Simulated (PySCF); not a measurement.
Vertical excitations of a molecule C3H3ClF2 from TDA-PBE/def2-SVPD in PySCF 2.14.0, as energy in eV (oscillator strength): 6.02 (0.002), 6.34 (0.191), 6.44 (0.001), 6.82 (0.007), 7.05 (0.011), 7.58 (0.007), 7.69 (0.021), 7.87 (0.029), 7.91 (0.011), 8.03 (0.018). Lowest triplet (TDA): 4.08 eV. Coordinates come from a PBE0-D3(BJ)/def2-SVP optimisation. The values are those of a single conformer.

Problem. Pick the molecule that these values belong to.
(A) F[C@@H]1[C@H](F)[C@H]1Cl
(B) F[C@@H]1C[C@@]1(F)Cl
(C) C=C(Cl)C(F)F
(D) FC(F)/C=C/Cl

Solution. C, C=C(Cl)C(F)F
